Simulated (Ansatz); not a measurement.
Molecule: fluoro(triiodo)germane, sum formula GeI$_{3}$F, net charge 0, singlet state. 
Coordinates optimised at B3LYP-D3(BJ)/def2-TZVP (Ansatz, a quantum-chemistry and plane-wave program):
SMILES: [F][Ge]([I])([I])[I]
```xyz
5

F      0.0793    -0.0968     2.2189
Ge     0.0172    -0.0210     0.4816
I      2.1808    -0.9912    -0.3445
I     -1.9724    -1.3861    -0.2132
I     -0.2323     2.4064    -0.1099
```

Dipole moments at this geometry, in debye (magnitudes).

| level | program | dipole (D) |
|---|---|---|
| SVWN5/def2-TZVPD | Ansatz | 1.50 |
| PBE/def2-TZVPD | Ansatz | 1.45 |
| r2SCAN/def2-TZVPD | Ansatz | 1.46 |
| PBE0/def2-TZVPD | Ansatz | 1.53 |
| BHLYP/def2-TZVPD | Ansatz | 1.63 |
| r2SCAN0/def2-TZVPD | Ansatz | 1.54 |
| HSE06/def2-TZVPD | Ansatz | 1.52 |
| wB97X-V/def2-TZVPD | Ansatz | 1.51 |
| CCSD(T)/def2-SVPD | Ansatz | 1.63 |
